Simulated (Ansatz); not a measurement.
`FC(F)C(F)(F)C(F)F`, relaxed with RKS PBE0-D4/def2-TZVP in the Gaussian-basis code of Ansatz from a PBE-D4/def2-SVP geometry. The force threshold is 0.005 eV/Å; the program also tests the step.

The species carries charge 0 and has multiplicity 1.

Start:

```xyz
11

F     1.041    1.835    1.197
C     0.013    1.098    0.718
F    -0.671    1.834   -0.206
C     0.569   -0.164    0.026
F     1.121   -0.958    0.983
F     1.537    0.192   -0.861
C    -0.511   -0.954   -0.741
F     0.003   -2.137   -1.148
F    -1.559   -1.189    0.104
H    -0.673    0.818    1.549
H    -0.870   -0.373   -1.620
```

Task: How much energy does the relaxation release, and in how many steps? (An estimate is asked.)

Result: Computed: 0.05 eV, in 5 steps.

Task: Which bonds change most? (Best estimate.)

Result: Computed: C2–H10 from 1.113 to 1.093 Å; C7–H11 from 1.113 to 1.093 Å; C4–F6 from 1.361 to 1.344 Å; C4–F5 from 1.361 to 1.344 Å.

Task: Give the relaxed structure. (Estimate.)

Result: Ansatz gave: 
```xyz
11

F     1.026    1.812    1.204
C     0.010    1.090    0.710
F    -0.639    1.832   -0.213
C     0.568   -0.164    0.026
F     1.114   -0.946    0.973
F     1.525    0.185   -0.851
C    -0.510   -0.945   -0.733
F     0.004   -2.109   -1.157
F    -1.531   -1.206    0.113
H    -0.681    0.829    1.516
H    -0.885   -0.377   -1.588
```
